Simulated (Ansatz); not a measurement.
Energy needed to pull apart BSnH₄F (SMILES F[BH][SnH3]), singlet, into free ground-state atoms, from the structure below (displaced at random from a GFN2-xTB minimum); no zero-point or spin–orbit terms; open-shell atoms are treated unrestricted, in their ground-state multiplicity.

```xyz
7
angstrom
F -0.0288 -2.3082 -0.3860
B -0.4378 -1.2582 0.3861
Sn 0.1229 0.8247 -0.2108
H -0.9363 -1.5623 1.3447
H -0.4895 1.3597 -1.6747
H -0.1955 1.8966 0.9828
H 1.8692 1.0792 -0.5238
```

Ansatz 0.2.0; basis: def2-TZVPP; cores frozen in the correlated methods. Filled d shells of the heavier atoms are correlated. Core potentials replace the inner electrons of the atoms past krypton. The def2 sets are not built for correlating such inner shells, so the correlated values are less sure here.

```csv
method,atomization energy (kJ/mol)
PBE-D4,2021
r2SCAN-D4,2020
PBE0-D4,?
BHLYP-D4,1969
LC-wPBE,2008
wB97M-V,?
HF,1499
MP2,1978
CCSD,1955
CCSD(T),1981
```

Question: What does PBE0-D4 give? (To be estimated.)

Answer: Computed: 1994 kJ/mol, which is about 13 kJ/mol more than CCSD(T)/def2-TZVPP.

Question: What does wB97M-V give? (To be estimated.)

Answer: The calculation gives: 2020 kJ/mol, which is about 40 kJ/mol more than CCSD(T)/def2-TZVPP.

In triple zeta the MP2 and coupled-cluster atomization energies are still short of their basis limit by a few kcal/mol a bond, whereas those of the functionals are nearly converged, so these differences are not deviations from converged CCSD(T).

No T1 diagnostic of these runs exceeds 0.016.

For scale, one of the runs: CCSD(T)/def2-TZVPP forces, 168 basis functions (an equivalent command: `ansatz run in.yaml --threads 4`). Hardware: 4 CPU threads, shared host. Wall time 2.7 min; peak host memory 3 GiB.
